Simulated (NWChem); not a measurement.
## Correlation energy of Bi

```xyz
1

Bi     0.0000     0.0000     0.0000
```
Charge 0, spin multiplicity 4.

The numbers come from NWChem runs, not from measurements.

Basis set: def2-SVP. Each correlation energy counts from its own Hartree-Fock reference.

Effective core potentials replace the inner electrons of Bi; spin-orbit coupling is left out. The correlated methods keep 4 core orbitals frozen. The stability of the SCF solutions was not checked. Open-shell Hartree-Fock references start from PBE0 orbitals. Coupled-cluster values serve here as a point of comparison, not as the truth.

Question: Order these methods by the correlation energy they give, lowest first: UMP2, SCS-UMP2, CCSD on UHF, CCSD[T] on UHF.

Answer: CCSD[T] on UHF (-73.9 mHa), CCSD on UHF (-72.6 mHa), UMP2 (-62.4 mHa), SCS-UMP2 (-56.8 mHa)
